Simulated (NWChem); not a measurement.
System: BHF$_{2}$; SMILES FBF

Here is an NWChem input.

```
start job
memory heap 200 mb stack 900 mb global 1100 mb
geometry units angstroms noautosym nocenter noautoz
  B      0.000000     0.000000    -0.457660
  H      0.000000     0.000000    -1.647057
  F     -1.133453     0.000000     0.218854
  F      1.133453     0.000000     0.218854
end
basis spherical
  B library 6-31g*
  H library 6-31g*
  F library 6-31g*
end
dft
  xc hfexch
  iterations 150
  mulliken
end
task dft energy
esp
  recalculate
  probe 0.07
  range 0.3
  factor 1.0
  spacing 0.02
end
task esp
```

Output (shortened):

```
             Northwest Computational Chemistry Package (NWChem) 7.3.0
             --------------------------------------------------------

                             Geometry "geometry" -> ""
                             -------------------------

 Output coordinates in angstroms (scale by  1.889725989 to convert to a.u.)

  No.       Tag          Charge          X              Y              Z
 ---- ---------------- ---------- -------------- -------------- --------------
    1 B                    5.0000     0.00000000     0.00000000    -0.45766000
    2 H                    1.0000     0.00000000     0.00000000    -1.64705700
    3 F                    9.0000    -1.13345300     0.00000000     0.21885400
    4 F                    9.0000     1.13345300     0.00000000     0.21885400

 Effective nuclear repulsion energy (a.u.)      61.5762313332

  xc_inp: hfexch multiplicative factor not found.

                                 NWChem DFT Module
                                 -----------------

 Summary of "ao basis" -> "ao basis" (spherical)
 ------------------------------------------------------------------------------
       Tag                 Description            Shells   Functions and Types
 ---------------- ------------------------------  ------  ---------------------
 B                           6-31g*                  6       14   3s2p1d
 H                           6-31g*                  2        2   2s
 F                           6-31g*                  6       14   3s2p1d

            General Information
            -------------------
          SCF calculation type: DFT
          Wavefunction type:  closed shell.
          No. of atoms     :     4
          No. of electrons :    24
           Alpha electrons :    12
            Beta electrons :    12
          Charge           :     0
          Spin multiplicity:     1
          Use of symmetry is: off; symmetry adaption is: off
          Maximum number of iterations: 150
          AO basis - number of functions:    44
                     number of shells:    20
          Convergence on energy requested:  1.00D-06
          Convergence on density requested:  1.00D-05
          Convergence on gradient requested:  5.00D-04

              XC Information
              --------------
                     Hartree-Fock (Exact) Exchange  1.000

      Superposition of Atomic Density Guess
      -------------------------------------

 Sum of atomic energies:        -223.76898508

      Non-variational initial energy
      ------------------------------

 Total energy =    -224.425390
 1-e energy   =    -433.373278
 2-e energy   =     147.371656
 HOMO         =      -0.481634
 LUMO         =       0.088341

     ---------------------------------------------
      Total Density - Mulliken Population Analysis
     ---------------------------------------------

    Atom       Charge   Shell Charges
 -----------   ------   -------------------------------------------------------
    1 B    5     4.03   2.00  0.52  0.86  0.38  0.15  0.12
    2 H    1     1.04   0.48  0.56
    3 F    9     9.46   2.00  0.95  3.45  0.97  2.09  0.01
    4 F    9     9.46   2.00  0.95  3.45  0.97  2.09  0.01

   convergence    iter        energy       DeltaE   RMS-Dens  Diis-err
 ---------------- ----- ----------------- --------- --------- ---------
 d= 0,ls=0.0,diis     1   -224.2026025780 -2.86D+02  1.03D-02  4.95D-01
 d= 0,ls=0.0,diis     2   -224.2470101248 -4.44D-02  3.25D-03  1.39D-01
 d= 0,ls=0.0,diis     3   -224.2579389379 -1.09D-02  8.97D-04  2.53D-03
 d= 0,ls=0.0,diis     4   -224.2583441045 -4.05D-04  2.43D-04  8.43D-05
 d= 0,ls=0.0,diis     5   -224.2583634495 -1.93D-05  4.82D-05  2.40D-06
 d= 0,ls=0.0,diis     6   -224.2583640700 -6.21D-07  7.61D-06  7.36D-08

         Total DFT energy =     -224.258364070047
      One electron energy =     -434.691021357517
           Coulomb energy =      173.372087355833
    Exchange-Corr. energy =      -24.515661401605
 Nuclear repulsion energy =       61.576231333242

 Numeric. integr. density =        0.000000000000

                       DFT Final Molecular Orbital Analysis
                       ------------------------------------

 Vector   10  Occ=2.000000D+00  E=-6.554275D-01
              MO Center=  7.5D-13,  3.9D-16,  2.0D-01, r^2= 1.7D+00
   Bfn.  Coefficient  Atom+Function         Bfn.  Coefficient  Atom+Function
  ----- ------------  ---------------      ----- ------------  ---------------
    20      0.462722  3 F  py                34     -0.462722  4 F  py
    24      0.345081  3 F  py                38     -0.345081  4 F  py
    10     -0.037266  1 B  d -2

 Vector   11  Occ=2.000000D+00  E=-6.479602D-01
              MO Center=  8.4D-14,  8.1D-17,  1.8D-01, r^2= 1.7D+00
   Bfn.  Coefficient  Atom+Function         Bfn.  Coefficient  Atom+Function
  ----- ------------  ---------------      ----- ------------  ---------------
    19      0.357261  3 F  px                33      0.357261  4 F  px
    21      0.314574  3 F  pz                35     -0.314574  4 F  pz
    23      0.247166  3 F  px                37      0.247166  4 F  px
    25      0.229441  3 F  pz                39     -0.229441  4 F  pz
     7      0.059231  1 B  px                 3     -0.050154  1 B  px

 Vector   12  Occ=2.000000D+00  E=-5.541112D-01
              MO Center=  1.9D-14,  8.0D-16, -9.3D-01, r^2= 1.6D+00
   Bfn.  Coefficient  Atom+Function         Bfn.  Coefficient  Atom+Function
  ----- ------------  ---------------      ----- ------------  ---------------
    16      0.359818  2 H  s                  5     -0.310553  1 B  pz
    15      0.285274  2 H  s                 21      0.269259  3 F  pz
    35      0.269259  4 F  pz                25      0.201212  3 F  pz
    39      0.201212  4 F  pz                 2      0.136840  1 B  s
     6      0.119358  1 B  s                  1     -0.069261  1 B  s

 Vector   13  Occ=0.000000D+00  E= 1.566253D-01
              MO Center=  4.3D-15,  9.9D-15, -4.9D-01, r^2= 2.1D+00
   Bfn.  Coefficient  Atom+Function         Bfn.  Coefficient  Atom+Function
  ----- ------------  ---------------      ----- ------------  ---------------
     8      0.796623  1 B  py                 4      0.401318  1 B  py
    24     -0.268649  3 F  py                38     -0.268649  4 F  py
    20     -0.204844  3 F  py                34     -0.204844  4 F  py

 Vector   14  Occ=0.000000D+00  E= 2.879536D-01
              MO Center= -4.4D-13, -1.2D-14, -7.0D-01, r^2= 2.9D+00
   Bfn.  Coefficient  Atom+Function         Bfn.  Coefficient  Atom+Function
  ----- ------------  ---------------      ----- ------------  ---------------
     6      2.271438  1 B  s                 16     -1.355304  2 H  s
    22     -0.599519  3 F  s                 36     -0.599519  4 F  s
    23     -0.242459  3 F  px                37      0.242459  4 F  px
     1     -0.145596  1 B  s                 25      0.120003  3 F  pz
    39      0.120003  4 F  pz                19     -0.105373  3 F  px

 Vector   15  Occ=0.000000D+00  E= 3.223646D-01
              MO Center=  4.2D-13,  1.9D-16, -8.0D-01, r^2= 3.2D+00
   Bfn.  Coefficient  Atom+Function         Bfn.  Coefficient  Atom+Function
  ----- ------------  ---------------      ----- ------------  ---------------
     7      1.522124  1 B  px                22      0.751366  3 F  s
    36     -0.751366  4 F  s                 25     -0.238061  3 F  pz
    39      0.238061  4 F  pz                 3      0.154106  1 B  px
    21     -0.124201  3 F  pz                35      0.124201  4 F  pz
    23      0.076864  3 F  px                37      0.076864  4 F  px

     ---------------------------------------------
      Total Density - Mulliken Population Analysis
     ---------------------------------------------

    Atom       Charge   Shell Charges
 -----------   ------   -------------------------------------------------------
    1 B    5     4.18   2.00  0.51  1.17  0.19  0.15  0.16
    2 H    1     1.08   0.52  0.56
    3 F    9     9.37   2.00  0.93  3.31  1.00  2.12  0.01
    4 F    9     9.37   2.00  0.93  3.31  1.00  2.12  0.01

     -------------------------------------------
      Total Density - Lowdin Population Analysis
     -------------------------------------------

[...]

                     NWChem Electrostatic Potential Fit Module
                     -----------------------------------------

 Atom parameters

 Number of atoms is                                    4
 Number of basis functions is                         44

 Grid parameters

 Maximum number of grid points is                  23465
 Number of grid points is                          23464
 Grid range                                     0.300000 nm
 Grid spacing                                   0.020000 nm
 Probe radius                                   0.070000 nm
 Atom radius factor                             1.000000

 Atomic radii

    1    0.100000
    5    0.158000
    9    0.128000
 FASTESP  F
  using M.O. file = ./job.movecs

    Atom              Coordinates                           Charge

                                                  ESP

    1 B     0.000000    0.000000   -0.045766    0.860440
    2 H     0.000000    0.000000   -0.164706   -0.185526
    3 F    -0.113345    0.000000    0.021885   -0.337375
    4 F     0.113345    0.000000    0.021885   -0.337539
                                            ------------
                                                0.000000

 Dipole moment                                  0.445832

 Quadrupole moment Qxx                         -4.383433
                   Qyy                          4.905676
                   Qzz                         -0.522243

 RMS deviation kJ/mol                           0.061539

 RRMS %                                        24.901212
```

Level: Hartree-Fock/6-31G* (spherical d). Geometry: optimised at B3LYP/6-31G* (spherical d).
